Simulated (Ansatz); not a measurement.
CH4BNO, relaxed with RKS PBE0-D4/def2-TZVP in Ansatz from a PBE-D4/def2-SVP geometry. The force threshold is 0.005 eV/Å; the program also tests the step.

Total charge 0; spin multiplicity 1. The bonds changed during the relaxation, so this is another structure than the one it started from.

Start:

```xyz
8

B    -0.741   -0.578   -0.779
C     0.181   -0.195    0.439
N     0.135    0.801   -0.367
O     0.789   -0.418    1.590
H    -0.268   -1.243   -1.687
H    -1.951   -0.482   -0.653
H     0.544    1.742   -0.399
H     1.310    0.374    1.854
```

(1) By how much does the energy fall, and how many steps does the optimiser take? (An estimate is asked.)

(2) Which bonds change most? (Estimate.)

(3) Give the relaxed structure. (An estimate is asked.)

Answers

(1) Computed: 0.04 eV, in 7 steps.

(2) Ansatz gave: B1–H5 from 1.221 to 1.199 Å; B1–H6 from 1.221 to 1.198 Å; B1–C2 from 1.575 to 1.557 Å; C2–N3 from 1.282 to 1.265 Å.

(3) Computed: 
```xyz
8

B    -0.737   -0.578   -0.772
C     0.177   -0.189    0.427
N     0.133    0.794   -0.368
O     0.781   -0.406    1.569
H    -0.270   -1.229   -1.664
H    -1.925   -0.480   -0.647
H     0.543    1.718   -0.383
H     1.297    0.369    1.837
```
